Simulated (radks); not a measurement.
Values are calculated unless marked as measured or tabulated.
Q: The mean radii <r> (bohr) of the occupied orbitals of an atom or ion are listed with their occupations. Level of theory: Dirac Kohn-Sham, SOGGA, spin-unpolarised, spherical densities, point nucleus (a radial shooting solver on a logarithmic mesh with Libxc functionals).

orbital  occ.      <r>
1s1/2       2  0.02001
2s1/2       2  0.08432
2p1/2       2  0.07009
2p3/2       4  0.07748
3s1/2       2   0.2206
3p1/2       2   0.2104
3p3/2       4   0.2242
3d3/2       4   0.1974
3d5/2       6   0.2017
4s1/2       2   0.4969
4p1/2       2   0.5050
4p3/2       4   0.5366
4d3/2       4   0.5616
4d5/2       6   0.5727
5s1/2       2    1.183
5p1/2       2    1.301
5p3/2       4    1.388
4f5/2       6   0.7072
4f7/2       5   0.7173

Name the element and its charge. Open shells, if any, fill j = l - 1/2 first.

A: Z = 69, thulium, charge +4: Tm4+ in [Xe] 4f11. The 1s radius gives Z: for a bare nucleus <r> = (2 gamma + 1)/(2Z) with gamma = sqrt(1 - (Z/c)^2), 0.01977 bohr for Z = 69, and screening makes it slightly larger (0.02001 here). The occupations add up to 65, and the charge is Z minus that.
